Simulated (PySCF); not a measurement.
Delta-SCF ions had no search for a lower state. 

Z-matrix (Å, degrees):
```
C
C 1 1.3827
F 2 1.3381 1 118.40
H 1 1.0909 2 118.61 3 0.08
C 2 1.3970 3 118.03 1 -179.98
C 5 1.4008 2 116.33 3 180.00
C 6 1.3921 5 121.41 2 -0.02
H 7 1.0927 6 119.76 5 -179.98
H 6 1.0934 7 119.22 8 0.02
C 7 1.4031 8 119.20 6 -179.97
C 10 1.4676 7 119.23 8 0.01
C 11 1.3380 10 127.00 7 179.34
H 12 1.0921 11 120.81 10 -179.91
H 12 1.0936 13 116.66 11 -179.90
H 11 1.0957 12 118.37 13 -0.06
Si 5 1.8786 2 120.67 3 0.02
H 16 1.4932 5 111.22 2 -59.99
H 16 1.4934 17 108.54 5 -122.61
H 16 1.4940 17 109.25 18 -119.02
```
Charge 0, multiplicity 1.

**Question.** What vertical ionisation energy (Delta-SCF), HOMO and S1 oscillator strength does PBE0-D3(BJ)/def2-TZVP // PBE0-D3(BJ)/def2-SVP in PySCF 2.14.0 give?

**Answer.** 
```json
{
 "vertical ionisation energy (Delta-SCF)": "8.45 eV",
 "HOMO": "-6.87 eV",
 "S1 oscillator strength": "0.119"
}
```
